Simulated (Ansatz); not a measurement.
C$_{3}$H$_{6}$BFO, SMILES `BO/C(F)=C/C` at its PBE0-D4/def2-TZVP geometry, where that method's forces vanish. Total charge 0; spin multiplicity 1.

```xyz
12

B     0.2629    0.1429   -2.7115
O     0.7071    0.0212   -1.4335
C    -0.0343    0.0210   -0.3135
F    -1.3403    0.1532   -0.5313
C     0.4796   -0.0993    0.8987
C    -0.3123   -0.1032    2.1577
H    -0.8965    0.2678   -2.9588
H     1.1200    0.1138   -3.5411
H     1.5569   -0.2012    0.9419
H    -0.0035    0.7133    2.8172
H    -1.3789    0.0047    1.9622
H    -0.1608   -1.0342    2.7119
```

Task: What forces (eV/Å) does r2SCAN-D4/def2-TZVPP give on these atoms in Ansatz 0.2.0? (Best estimate.)

Result: The calculation gave: 
```
B1  -0.065  0.021 -0.239
O2   0.196 -0.015 -0.065
C3   0.120 -0.013  0.044
F4  -0.363  0.038 -0.053
C5   0.152 -0.027  0.197
C6  -0.054  0.001  0.050
H7   0.034 -0.004  0.017
H8  -0.022  0.000  0.034
H9  -0.008  0.003  0.000
H10 -0.005 -0.016  0.004
H11  0.019 -0.002  0.003
H12 -0.004  0.016  0.009
```
